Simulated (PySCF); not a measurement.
# Two-component Hartree-Fock for Ru³⁵⁺ (ruthenium, charge +35)

Start: [He] 2s2 2p5; 2p1/2 filled at m_j = +1/2; 2p3/2 filled at m_j = -3/2, -1/2, +1/2, +3/2. Calculated with PySCF 2.14 in an even-tempered Gaussian basis (17 s from 15 bohr⁻², ratio 2.4; 12 p from 19 bohr⁻², ratio 2.4; 5 d from 73 bohr⁻², ratio 2.6; 4 f from 110 bohr⁻², ratio 2.6): generalised Hartree-Fock with the X2C-1e Hamiltonian and a Gaussian nucleus; one run each with spin-orbit coupling (SO) screened by Boettger's factors, then bare. This is a chosen level, not necessarily the ground level.

```
spinor shell  electrons  ε, screened SO (eV)  ε, bare SO (eV)  weight of nominal j (bare SO)  rms radius, bare SO (bohr)
       1s1/2          2             -24473.9         -24474.1                          1.000                      0.0383
       2s1/2          2              -5292.3          -5292.3                          1.000                       0.153
       2p1/2          1              -5095.6          -5100.5                          1.000                       0.132
       2p3/2          4              -4944.5          -4942.5                          1.000                       0.136
```

| quantity | screened SO | bare SO |
| --- | --- | --- |
| E (hartree) | -3401.72365 | -3401.60378 |
| M_J | 1/2 | 1/2 |
| ⟨J²⟩ | 0.750 | 0.750 |
| ⟨L²⟩ | 2.002 | 2.002 |
| ⟨S²⟩ | 0.752 | 0.752 |

Each row is a mean over spinors that exchange with the open shell spreads, by up to 11.915 eV (2p3/2).

Breit and QED terms are absent; they matter most for the inner s and p1/2 levels.

Densities and radii are taken from the X2C orbitals without a picture-change correction, which distorts them close to the nucleus.
